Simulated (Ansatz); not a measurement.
C2H3, doublet, geometry from GFN2-xTB. Base run: B3LYP/def2-SV(P) (Ansatz, a first-principles code).

Input for Ansatz:
Ansatz 0.2 input:
```yaml
crystal:
  periodic: [false, false, false]
  atoms:
    - {symbol: C, position_ang: [0.05254389, -0.57433481, -0.01733787]}
    - {symbol: C, position_ang: [0.03699099, 0.71273635, 0.02197531]}
    - {symbol: H, position_ang: [-0.84387122, -1.20149708, -0.04055811]}
    - {symbol: H, position_ang: [0.97465882, -1.13961553, -0.03048968]}
    - {symbol: H, position_ang: [-0.66799688, 1.51070337, 0.04322315]}
basis:
  gaussian:
    orbitals: def2-SV_P_.json
hamiltonian:
  xc: b3lyp
magnetization: {spin_polarized: true, initial_magnetization: 1}
```
The basis file holds def2-SV(P) in the JSON format of the Basis Set Exchange.

The base run was repeated with changes; each row names its change, and settings that it needs were set with it.

| change | E (Eh) | SCF-reference <S^2> |
|---|---|---|
| base | -77.83671 | 0.760 |
| functional = PBE-QIDH | -77.68965 | 0.806 |
| functional = blyp | -77.79283 | 0.757 |
| functional = b3lyp5 | -77.78220 | 0.760 |
| functional = B2GP-PLYP | -77.70895 | 0.791 |
| functional = B2PLYP | -77.73297 | 0.778 |
| functional = lc_wpbe | -77.77756 | 0.770 |
| functional = wB97M-V | -77.78329 | 0.762 |
| functional = hse06 | -77.72868 | 0.765 |
| functional = cam_b3lyp | -77.78342 | 0.762 |
| functional = pbe | -77.72111 | 0.758 |
| functional = SVWN5 | -77.07798 | 0.757 |
| functional = blyp; dispersion = d3bjatm | -77.79666 | 0.757 |

Totals shift with the method and basis; they matter in differences.
